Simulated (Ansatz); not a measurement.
`CC[SiH2]Br` → HBr + `CC[SiH]` at 400 K and 1 bar (silylene formation by 1,1-elimination).

Gas-phase electronic energies from Ansatz, PBE0-D4/def2-TZVP geometries. CBS: MP2 limit from def2 TZ/QZ plus the TZ coupled-cluster correction, frozen cores. For Br outer-core shells are correlated without core-valence functions, which leaves a few kJ/mol of doubt a bond. Scalar relativity is left out up to krypton. Each species was taken in one conformer, which may not be the lowest.

```tsv
species	CCSD(T)/CBS energy (Eh)	H − E (kJ/mol)	S (J/(mol·K))
`CC[SiH2]Br`	-2942.77097	250.3	376.1
HBr	-2573.91920	27.6	207.2
`CC[SiH]`	-368.72354	210.2	315.9
```

H − E and S are ideal-gas, rigid-rotor, harmonic terms from PBE0-D4/def2-TZVP, for one conformer and one mirror image of each species. 1 Eh = 2625.50 kJ/mol, R = 8.31446 J/(mol·K).

Question: By hand: ΔE, ΔH, ΔS and ΔG.

Answer: ΔE = (-2573.91920) + (-368.72354) − (-2942.77097) = 0.12823 Eh = 336.7 kJ/mol. Δ(H − E) = 27.6 + 210.2 − 250.3 = -12.5, so ΔH = 324.2 kJ/mol. ΔS = 207.2 + 315.9 − 376.1 = 147.0 J/(mol·K). ΔG = 324.2 − 400 × (147.0)/1000 = 265.4 kJ/mol.

Question: By hand: the equilibrium constant, and the temperature at which ΔG would vanish if ΔH and ΔS stayed fixed.

Answer: log₁₀ K = −ΔG/(RT ln 10) = -34.7. ΔG = 0 at ΔH/ΔS = 2205 K.

The number of gas molecules changes by +1, which sets the sign of ΔS. A doubt of 5 kJ/mol in ΔE shifts log₁₀ K by 0.7 here. Other conformers and mirror images would add mixing entropy, several J/(mol·K) or more a flexible species. These are equilibria of isolated gas molecules and say nothing of rates. Largest T1 diagnostic: 0.012 (customary marks: 0.02 for closed shells, 0.045 for open ones).
